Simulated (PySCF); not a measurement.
C₃H₁₃GeNSi.
Cartesian coordinates in Å at the PBE0-D3(BJ)/def2-SVP level; atoms count from 1:
```xyz
19
C3H13GeNSi angstrom
C     -2.599    1.205    0.001
C     -1.522    0.168   -0.278
C     -0.767   -0.266    0.974
Ge     0.709   -1.492    0.609
N      1.878   -0.665   -0.558
Si     2.562    0.923   -0.460
H     -3.352    0.820    0.708
H     -2.166    2.116    0.444
H     -3.126    1.500   -0.920
H     -1.976   -0.717   -0.758
H     -0.805    0.567   -1.016
H     -1.443   -0.760    1.694
H     -0.352    0.612    1.498
H      1.415   -1.895    1.926
H      0.228   -2.767   -0.117
H      2.306   -1.294   -1.231
H      2.972    1.371   -1.828
H      3.768    1.042    0.426
H      1.529    1.859    0.084
```

Method: core-valence-separated Tamm–Dancoff BHandHLYP/aug-pcX-1 (pcseg-1 on H, def2-SVPD on Si, def2-SVPD on Ge) in PySCF, non-relativistic, gas phase, PBE0-D3(BJ)/def2-SVP geometry. The energies are unshifted.

The lowest roots of each edge with f over 0.003 (five at most, numbered afresh; weaker and dark ones are left out), with transition dipoles (au) in the frame of the coordinates:

```tsv
root	edge	E (eV)	μx	μy	μz
1	C	285.23	-0.0265	0.0233	0.0040
2	C	285.46	-0.0057	0.0102	-0.0395
3	C	285.68	-0.0009	-0.0263	-0.0368
4	C	285.87	-0.0653	-0.0015	0.0187
5	C	285.97	0.0082	-0.0042	0.0620
6	N	398.71	0.0126	-0.0168	-0.0004
7	N	399.80	-0.0289	0.0032	0.0464
8	N	400.27	0.0174	0.0504	0.0071
9	N	400.52	-0.0309	-0.0109	0.0080
10	N	400.62	0.0220	-0.0187	0.0262
```

Problem. What are the oscillator strengths?

Solution. f = (2/3) ΔE |μ|², with ΔE in hartree (27.2114 eV):

```json
{"root": "1", "ΔE (Eh)": "10.4821", "|μ|² (au)": "0.001261", "f": "0.009", "core hole on": "C1"}
{"root": "2", "ΔE (Eh)": "10.4906", "|μ|² (au)": "0.001697", "f": "0.012", "core hole on": "C3"}
{"root": "3", "ΔE (Eh)": "10.4985", "|μ|² (au)": "0.002047", "f": "0.014", "core hole on": "C2"}
{"root": "4", "ΔE (Eh)": "10.5055", "|μ|² (au)": "0.004616", "f": "0.032", "core hole on": "C3"}
{"root": "5", "ΔE (Eh)": "10.5092", "|μ|² (au)": "0.003929", "f": "0.027", "core hole on": "C1"}
{"root": "6", "ΔE (Eh)": "14.6524", "|μ|² (au)": "0.000441", "f": "0.004", "core hole on": "N5"}
{"root": "7", "ΔE (Eh)": "14.6924", "|μ|² (au)": "0.002998", "f": "0.029", "core hole on": "N5"}
{"root": "8", "ΔE (Eh)": "14.7095", "|μ|² (au)": "0.002893", "f": "0.028", "core hole on": "N5"}
{"root": "9", "ΔE (Eh)": "14.7189", "|μ|² (au)": "0.001138", "f": "0.011", "core hole on": "N5"}
{"root": "10", "ΔE (Eh)": "14.7225", "|μ|² (au)": "0.001520", "f": "0.015", "core hole on": "N5"}
```

Problem. Molecules are fixed in this frame and the field points along (1, 1, 0)/√2. What effective strengths 3 f cos²θ do the roots have (θ between field and μ)?

Solution. root 1 (C1): 0.000, root 2 (C3): 0.000, root 3 (C2): 0.008, root 4 (C3): 0.047, root 5 (C1): 0.000, root 6 (N5): 0.000, root 7 (N5): 0.010, root 8 (N5): 0.068, root 9 (N5): 0.026, root 10 (N5): 0.000. Root 8 is the strongest. Averaged over all orientations cos²θ is 1/3, which gives f back.

 The BHandHLYP/aug-pcX-1 (pcseg-1 on H, def2-SVPD on Si, def2-SVPD on Ge) calculation is non-relativistic and has no spin–orbit coupling, an omission that weighs most on germanium.

The run took about 50 s of CPU time (one thread, shared machine).

One conformer stands for the species.
